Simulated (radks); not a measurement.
Pt2+, 76 electrons, occupied as [Xe] 4f14 5d8.

Method: scalar-relativistic Kohn-Sham, AM05, spin-polarised, spherical densities, finite nucleus; open shells are filled with parallel spins first (spin-orbit coupling, left out, can overturn this in heavy ions); Fermi nuclear charge, rms radius 5.427 fm; computed with a radial shooting solver on a logarithmic mesh with Libxc functionals.

Energy parts (hartree):
part                       energy
total                 -18398.7766
kinetic                20504.7437
electron-nucleus      -45662.6241
Hartree                 7102.8204
exchange-correlation    -343.7167

Orbitals (lengths in bohr, moments of r in powers of bohr):
| orbital | occ. | eigenvalue (hartree) | <r> |
|---|---|---|---|
| 1s up | 1 | -2879.603 | 0.01716 |
| 1s down | 1 | -2879.603 | 0.01716 |
| 2s up | 1 | -506.5996 | 0.07240 |
| 2s down | 1 | -506.5947 | 0.07240 |
| 2p up | 3 | -439.4186 | 0.06525 |
| 2p down | 3 | -439.4145 | 0.06525 |
| 3s up | 1 | -119.5733 | 0.1873 |
| 3s down | 1 | -119.5709 | 0.1873 |
| 3p up | 3 | -100.0007 | 0.1883 |
| 3p down | 3 | -99.99815 | 0.1883 |
| 3d up | 5 | -78.71438 | 0.1705 |
| 3d down | 5 | -78.71059 | 0.1705 |
| 4s up | 1 | -26.27466 | 0.4154 |
| 4s down | 1 | -26.26979 | 0.4154 |
| 4p up | 3 | -19.85133 | 0.4422 |
| 4p down | 3 | -19.84656 | 0.4422 |
| 4d up | 5 | -12.04023 | 0.4684 |
| 4d down | 5 | -12.03457 | 0.4683 |
| 5s up | 1 | -4.52736 | 0.9521 |
| 5s down | 1 | -4.49300 | 0.9501 |
| 4f up | 7 | -3.35535 | 0.5165 |
| 4f down | 7 | -3.34694 | 0.5156 |
| 5p up | 3 | -2.84411 | 1.101 |
| 5p down | 3 | -2.80200 | 1.098 |
| 5d up | 5 | -0.97342 | 1.550 |
| 5d down | 3 | -0.92573 | 1.559 |
| 6s up | 0 | -0.82549 | 2.460 |
| 6s down | 0 | -0.79412 | 2.501 |
| 6p up | 0 | -0.52901 | 3.126 |
| 6p down | 0 | -0.51096 | 3.198 |

The highest occupied level is 5d down at -25.190 eV. The spin density at the nucleus is -9.859 e/bohr^3 (1s -0.183, 2s -1.007, 3s -0.080, 4s 0.889, 5s -9.479). Summed over all electrons, <r^2> = 42.33 bohr^2, which gives a Langevin (diamagnetic) susceptibility term of -33.5 x 10^-6 cm^3/mol. For comparison, the ionisation energy in NIST's Atomic Spectra Database is 29 eV (theoretical). In exact Kohn-Sham theory the highest level is minus the ionisation energy, but local and semilocal functionals leave it too shallow, through self-interaction and a potential that decays too fast; potentials with the right tail come closer. The density falls to 0.001 e/bohr^3 at r = 3.55 bohr. The electron density at the nucleus is 2.111e+06 e/bohr^3 (large components only).
